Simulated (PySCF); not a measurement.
C2H5BN2, SMILES NB1C=NC1.

Geometry optimised at PBE0-D3(BJ)/def2-SVP. This is a generated structure with no PubChem entry under its InChIKey; it may be hypothetical. Other conformers were not sampled.

These are TDA-LC-ωPBE/def2-SVPD (PySCF) values and carry that method's errors.

Vertical excitations. Gas-phase values at a fixed geometry. State labels are in the subgroup Cs.

**Question.** Estimate the UV-visible absorptions. (The exact figures need the calculation; the answer reports its results.)

**Answer.** 
| state | symmetry | energy (eV) | λ (nm) | f | main pairs |
|---|---|---|---|---|---|
| S1 | A" | 4.21 | 295 | 0.000 | HOMO→LUMO 96 % |
| S2 | A" | 5.88 | 211 | 0.000 | HOMO−2→LUMO 98 % |
| S3 | A' | 7.04 | 176 | 0.104 | HOMO−1→LUMO 78 % |
| S4 | A' | 7.56 | 164 | 0.023 | HOMO→LUMO+1 70 % |
| S5 | A" | 7.77 | 159 | 0.003 | HOMO→LUMO+5 89 % |
| S6 | A" | 8.12 | 153 | 0.046 | HOMO−3→LUMO+1 52 %, HOMO−1→LUMO+1 34 % |
| S7 | A' | 8.20 | 151 | 0.019 | HOMO→LUMO+3 34 %, HOMO−3→LUMO 32 %, HOMO→LUMO+7 15 %, HOMO→LUMO+2 7 % |
| S8 | A" | 8.30 | 149 | 0.000 | HOMO−4→LUMO 88 % |
| S9 | A' | 8.39 | 148 | 0.370 | HOMO−3→LUMO 53 %, HOMO→LUMO+3 16 %, HOMO→LUMO+1 10 % |
| S10 | A' | 8.44 | 147 | 0.008 | HOMO−2→LUMO+1 50 %, HOMO→LUMO+2 31 % |
| T1 | A" | 3.15 | 394 | 0 | HOMO→LUMO 94 % |
| T2 | A' | 4.17 | 297 | 0 | HOMO−1→LUMO 84 % |
| T3 | A" | 5.39 | 230 | 0 | HOMO−2→LUMO 96 % |
| T4 | A' | 6.43 | 193 | 0 | HOMO−3→LUMO 75 %, HOMO−3→LUMO+5 11 % |
Triplets are in the Tamm–Dancoff approximation.
